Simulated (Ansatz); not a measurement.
Molecule: sum formula IrO3H3, net charge 0, singlet state. SMILES: [OH][Ir]([OH])[OH]
Geometry from a B3LYP-D3(BJ)/def2-TZVP (Ansatz, a program for electronic structure) optimisation:
```
Ir
O 1 1.8470
H 2 0.9729 1 109.49
O 1 1.8470 2 120.51 3 93.29
H 4 0.9729 1 109.49 2 -93.29
O 1 1.8483 2 119.74 3 -86.58
H 6 0.9736 1 108.52 2 -90.07
```
Charge 0, spin multiplicity 1.

Quantity: atomisation energy (electronic, to ground-state atoms), in eV. Correlated levels leave the core frozen unless marked. UHF or UKS for open shells. Spin-orbit coupling is left out. The frozen core is the preceding noble-gas configuration, with the filled d and f shells of earlier blocks. Past Kr the def2 sets carry scalar-relativistic core potentials. The coupled-cluster limit lacks core correlation, which all-electron functionals hold. Basis-set limits of correlation are two-point, X^-3; Hartree-Fock from the larger set.

```tsv
level	program	atomisation energy (eV)	minus last row
HF/def2-TZVPP	Ansatz	13.09	-11.95
PBE/def2-TZVPD	Ansatz	26.32	1.28
PBE-D3(BJ)/def2-TZVPD	Ansatz + dftd3	26.43	1.39
BLYP-D3(BJ)/def2-TZVPD	Ansatz + dftd3	25.74	0.70
B3LYP-D3(BJ)/def2-TZVPD	Ansatz + dftd3	24.72	-0.32
PBE0/def2-SVP	Ansatz	24.06	-0.98
PBE0-D4/def2-TZVP	Ansatz + dftd4	24.37	-0.67
PBE0-D4/def2-TZVPD	Ansatz + dftd4	24.45	-0.59
BHLYP-D3(BJ)/def2-TZVPD	Ansatz + dftd3	22.24	-2.80
HSE06-D3(BJ)/def2-TZVPD	Ansatz + dftd3	24.48	-0.56
LC-wPBE-D3(BJ)/def2-TZVPD	Ansatz + dftd3	24.62	-0.42
B2PLYP-D3(BJ)/def2-TZVPD	Ansatz + dftd3	24.67	-0.37
MP2/def2-SVPD	Ansatz	23.97	-1.07
MP2/CBS(def2-TZVPP,def2-QZVPP)	Ansatz	26.25	1.21
RI-MP2/def2-TZVPP	Ansatz	25.36	0.32
SCS-MP2/def2-SVPD	Ansatz	23.31	-1.73
SCS-MP2/def2-TZVPP	Ansatz	24.84	-0.20
SCS-MP2/def2-QZVPP	Ansatz	25.43	0.39
CCSD/def2-TZVPPD	Ansatz	23.33	-1.71
CCSD/def2-QZVPP	Ansatz	23.66	-1.38
CCSD(T)/CBS(def2-TZVPP,def2-QZVPP)	Ansatz	25.04	0.00
```

The Hartree-Fock reference is unstable (checked in the largest basis), which strains HF and MP2. The T1 diagnostic of CCSD in the largest basis is 0.028, which is high, so the coupled-cluster rows are less sure than usual.
